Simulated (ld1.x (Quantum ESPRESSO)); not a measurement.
## Building the PAW potential for C (Z = 6) (PBE, scalar-relativistic).

- Element: C (Z = 6)
- Generator: ld1.x (Quantum ESPRESSO) 7.5
- Type: PAW
- Functional: PBE
- Relativity: scalar-relativistic
- Frozen core: [He]
- Valence charge: 4
- Reference configuration: 2s1 2p3
- Partial waves: 2s (bound): rcut 0.90, rcutus 1.15 bohr; 2s channel at -0.7 Ry: rcut 0.90, rcutus 1.15 bohr; 2p (bound): rcut 2.95, rcutus 3.55 bohr; 2p channel at 0.4 Ry: rcut 2.95, rcutus 3.55 bohr; 3d channel at 0.05 Ry: rcut 3.00, rcutus 3.45 bohr; 3d channel at 2.45 Ry: rcut 3.00, rcutus 3.45 bohr
- Local potential: all-electron potential smoothed inside 2.25 bohr (lloc = -1)
- Core correction: a·sin(br)/r model core, default radius (core density twice the valence density)
- Augmentation charge: BESSEL, radius 0.70 bohr

All-electron outer shells of the reference configuration (PBE, scalar-relativistic, ld1.x):

| shell | level (eV) | outermost node (bohr) | outermost maximum (bohr) |
| --- | --- | --- | --- |
| 1s | -274.35 | – | 0.17 |
| 2s | -14.20 | 0.38 | 1.22 |
| 2p | -5.71 | – | 1.20 |

Problem. Does the generator finish with these settings?

Solution. Yes, a potential is produced and its reference levels are reproduced.

Problem. Is the overlap operator S = 1 + Σ q|β⟩⟨β| positive definite (Bessel basis up to 400 Ry)?

Solution. No: its lowest eigenvalue is -0.356, in the d channel, so the generalised eigenproblem breaks down once the basis is large enough.

Its largest configuration-test error is +34 meV (2s2 2p2). Test run stopped at test 2 of 7 (negative rho).

The ghost test of this file was not conclusive. Its overlap operator is not positive definite in a basis up to 400 Ry (lowest eigenvalue d -0.36), so the file is unfit for use: the generalised eigenproblem breaks down once the basis is large enough, and its test numbers describe a broken file.
